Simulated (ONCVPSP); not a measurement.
## Transferability test, ONCV potential for Zn (Z = 30)

```
Element                 : zinc (Zn)
Generator               : ONCVPSP 4.0.1
Type                    : optimised norm-conserving Vanderbilt (ONCV)
Functional              : PBEsol
Relativity              : scalar-relativistic
Frozen core             : [Ne]
Valence charge          : 20
Reference configuration : 3s2 3p6 3d10 4s2
Partial waves           : 3s+4s: rc 1.35 bohr, ncon 4, nbas 8, qcut 10.6 1/bohr, 2 projectors; 3p: rc 0.65 bohr, ncon 4, nbas 7, qcut 13.1 1/bohr, 1 projector; 3d: rc 1.35 bohr, ncon 4, nbas 9, qcut 14.1 1/bohr, 1 projector
Local potential         : polynomial inside 0.60 bohr (lpopt 4, dvloc0 3 Ha)
Core correction         : Teter function, fcfact 4, rcfact 1.6
```

Energies are relative to the spin-unpolarised reference configuration 3s2 3p6 3d10 4s2; without spin polarisation the order of configurations can differ from experiment.

| valence configuration | charge | ΔE all-electron (eV) | error AE − PS (meV) |
| --- | --- | --- | --- |
| 3s2 3p6 3d10 4s1 | +1 | 9.900 | +0.2 |
| 3s2 3p6 3d10 4s0 | +2 | 28.249 | +3.6 |
| 3s2 3p6 3d10 4s0 4p1 | +1 | 16.258 | +17 |

What are ΔE and the potential's error for 3s2 3p6 3d9 4s0?

ΔE = 68.758 eV all-electron; the error (AE − PS) is -25 meV.
